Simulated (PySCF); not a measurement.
# Zr²⁺ (zirconium, charge +2) across methods

[Kr] 4d1 5s1, high-spin 3D determinant (an excited configuration). Calculation: PySCF 2.14, in aug-cc-pVDZ-PP with ECP28MDF (5s5p4d2f, 54 functions); a scalar-relativistic core potential.

```tsv
method	E (hartree)	mean ε 4p β (eV)	mean ε 4d α (eV)	mean ε 5s α (eV)	Σ⟨r²⟩ (bohr²)	⟨S²⟩
PBE	-45.9416	-49.830	-20.541	-17.924	31.53	2.000
PBEsol	-45.8476	-49.696	-20.417	-17.976	31.56	2.000
UHF	-45.57204	-57.429	-25.447	-20.065	32.24	2.002
LDA	-45.7964	-49.731	-20.359	-18.196	31.61	2.000
TPSSh	-45.9311	-50.907	-21.191	-17.999	31.64	2.001
HSE06	-45.9340	-51.602	-21.531	-18.259	31.59	2.001
r2SCAN	-45.9593	-50.677	-20.873	-18.043	31.63	2.001
PBE0	-45.9340	-52.016	-21.949	-18.573	31.60	2.001
```

Question: Estimate the same row for CAM-B3LYP.

Answer: E (hartree) = -45.9068; mean ε 4p β (eV) = -53.492; mean ε 4d α (eV) = -23.238; mean ε 5s α (eV) = -19.718; Σ⟨r²⟩ (bohr²) = 31.56; ⟨S²⟩ = 2.001.

Energies and moments cover only the electrons outside the core potential.
